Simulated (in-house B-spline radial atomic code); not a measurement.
Spin-orbit splittings of orbital energies (j = l + 1/2 less j = l - 1/2) and ratios of mean radii (lower j over upper j) along the 11-electron series, configuration [Ne] 3s1. Computed with a radial B-spline atomic code at the basis-set limit: Dirac-Hartree-Fock, average of the configuration, finite nuclei.

```
  ion   Z  splitting of 2p (eV)  radius ratio of 2p
Pr48+  59                 502.6             0.93442
Nd49+  60                541.83             0.93201
Pm50+  61                583.46             0.92955
Sm51+  62                627.61             0.92704
Eu52+  63                 674.4             0.92447
Gd53+  64                     ?                   ?
Tb54+  65                     ?                   ?
Dy55+  66                831.83             0.91644
```

Task: Fill in the row of Gd53+.

Result: splitting of 2p (eV): 723.94; radius ratio of 2p: 0.92185.

Task: Fill in the row of Tb54+.

Result: splitting of 2p (eV): 776.38; radius ratio of 2p: 0.91917.

Task: With what power of Z does the column «splitting of 2p (eV)» change over this range?

Result: A fit of the logarithm of its size against log Z from Z = 59 to 66 has slope 4.49. An unscreened hydrogenic electron would give 4 at low Z; screening makes the apparent power larger near the neutral end, and relativity raises it again at high Z.
